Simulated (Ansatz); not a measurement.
MgSe₂. Total charge 0; singlet. Geometry relaxed at PBE-D4/def2-TZVP.

```xyz
3

Mg   -0.9545   -0.5209    0.7756
Se    0.5688   -0.8583   -1.0265
Se    0.3857    1.3792    0.2509
```

At PBE0-D4/def2-TZVP a triplet of charge 0 lies 0.10 eV below the restricted singlet, each at its own geometry. The structure comes from a short search, and lower isomers may exist.

Task: Estimate the harmonic wavenumbers at RKS PBE-D4/def2-TZVP (Ansatz, unscaled). Is this a minimum?

Result: 201, 302, 412 cm⁻¹. Yes, no mode is imaginary beyond noise. Zero-point energy 5.5 kJ/mol. It took 9.5 s on 4 threads of Arm Neoverse V2 on a shared host.
